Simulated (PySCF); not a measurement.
# Relaxation of singlet TcF₅

Level of theory: PySCF, PBE0, basis Tc def2-SVP with ECP28, F def2-SVP (scalar-relativistic core potentials, no spin–orbit coupling, density fitting). A (50,194) grid was used.

A start at or just off a symmetric point, pushed along the force that breaks its symmetry, of C2v symmetry, free to break it:

```xyz
6
charge 0 multiplicity 1, angstrom
Tc   -0.0430    0.0000    0.0000
F     0.0264    0.0000    1.8611
F     0.0264    0.0000   -1.8611
F     1.8422    0.0000    0.0000
F    -0.8356    1.5309    0.0000
F    -0.8356   -1.5309    0.0000
```

Task: What forces act on the atoms at the start (eV/Å)?

Result: 
```
atom     Fx     Fy     Fz
 Tc1   3.24   0.00   0.00
  F2  -0.14   0.00   0.10
  F3  -0.14   0.00  -0.10
  F4  -1.89   0.00   0.00
  F5  -0.54   1.69   0.00
  F6  -0.54  -1.69   0.00
```

Task: What does it relax to?

Result: It ends at C2v with Tc–F 1.768 Å (×2), Tc–F 1.807 Å, Tc–F 1.865 Å (×2); F–Tc–F 88.9° (×2), F–Tc–F 90.4° (×4), F–Tc–F 112.5° (×2), F–Tc–F 135.1°, F–Tc–F 177.7° (after a last refinement on a finer grid). A frequency run shows 1 imaginary mode, down to 127i cm⁻¹, so it is a saddle point. Other isomers or separated fragments may lie lower.

Task: How much energy is released, and in how many steps?

Result: 19.1 kJ/mol in 5 steps.

Stability towards spin polarisation was not tested.

The relaxation took roughly 40 core-seconds on a shared host.
